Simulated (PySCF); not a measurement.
cyclohexanone (C6H10O), singlet, at a GFN2-xTB geometry. Base run: PySCF with DF-M062X/def2-SV(P).

The PySCF input:
```python
from pyscf import gto, scf, dft

mol = gto.M(
    atom='''
O     2.253199    0.387474   -0.150590
C     1.111416    0.214818    0.192485
C     0.105835    1.336003    0.315463
C    -1.147624    1.025162   -0.506678
C    -1.740251   -0.318209   -0.097005
C    -0.711459   -1.426557   -0.288931
C     0.547076   -1.144250    0.535743
H    -0.167164    1.433839    1.369181
H     0.563393    2.270525   -0.012641
H    -1.880873    1.821672   -0.365343
H    -0.883379    0.998155   -1.566146
H    -2.626733   -0.529311   -0.698208
H    -2.047472   -0.279800    0.950853
H    -1.131733   -2.389299    0.008649
H    -0.440342   -1.492194   -1.344969
H     1.306607   -1.907141    0.358393
H     0.292155   -1.148033    1.598487
''',
    basis='def2-sv(p)',
    charge=0,
    spin=0,
    verbose=4,
)

mf = dft.RKS(mol)
mf.xc = 'm062x'
mf = mf.density_fit(auxbasis='def2-universal-jkfit')
mf.kernel()
```

Variants of this job, named by their change:

```csv
change,ΔE vs base (mEh),grid points,electrons on the grid
base,0.000,196872,54.00002
grids.prune = dft.gen_grid.treutler_prune,0.053,169224,54.00002
"grids.atom_grid = (150, 974)",0.036,1377904,54.00000
grids.level = 4,0.036,356992,54.00001
"grids.atom_grid = (99, 590)",0.034,551312,54.00001
grids.prune = off,0.001,309552,54.00001
grids.level = 0,-44.316,13808,53.97391
"grids.atom_grid = (50, 194)",-0.187,112232,53.99960
grids.radi_method = mura_knowles,-0.002,187584,54.00001
grids.level = 7,0.036,1107384,54.00000
grids.radi_method = gauss_chebyshev,0.002,191904,54.00002
```
